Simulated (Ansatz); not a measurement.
A structure relaxed at PBE0-D4/def2-TZVP in Ansatz, charge 0, singlet:

```xyz
4

Na    0.185   -1.293   -0.550
Na   -0.185    1.293    0.550
F     1.382   -0.060    0.605
F    -1.382    0.059   -0.605
```

Task: Give its formula and point group.

Result: the cluster Na2F2. Point group D2h (tolerance 0.1 Å).

Task: Summarise the bond lengths by kind (pairs closer than 1.2 times the sum of covalent radii, bridged metal pairs left out).

Result: 4 × F–Na 2.07 Å.

The structure comes from a short search, and lower isomers may exist.
